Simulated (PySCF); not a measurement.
B3LYP has the VWN-RPA correlation part, as in Gaussian. 

Cartesian coordinates (Å):
SMILES: [SiH3]O[SiH3]
```xyz
9

Si    -1.5422     0.0945    -0.3252
O      0.0611    -0.2242    -0.4069
Si     1.5516    -0.1292     0.2625
H     -2.1311    -0.5591     0.8675
H     -1.7675     1.5567    -0.2353
H     -2.1839    -0.4325    -1.5482
H      1.9355     1.2899     0.4509
H      1.5643    -0.8118     1.5780
H      2.5128    -0.7871    -0.6477
```
Charge 0, spin multiplicity 1.

Q: What is the computed HOMO, LUMO and HOMO–LUMO gap (B3LYP-D3(BJ)/def2-TZVP in PySCF)?

A: 
```json
{
 "HOMO": "-8.53 eV",
 "LUMO": "-0.41 eV",
 "HOMO–LUMO gap": "8.11 eV"
}
```
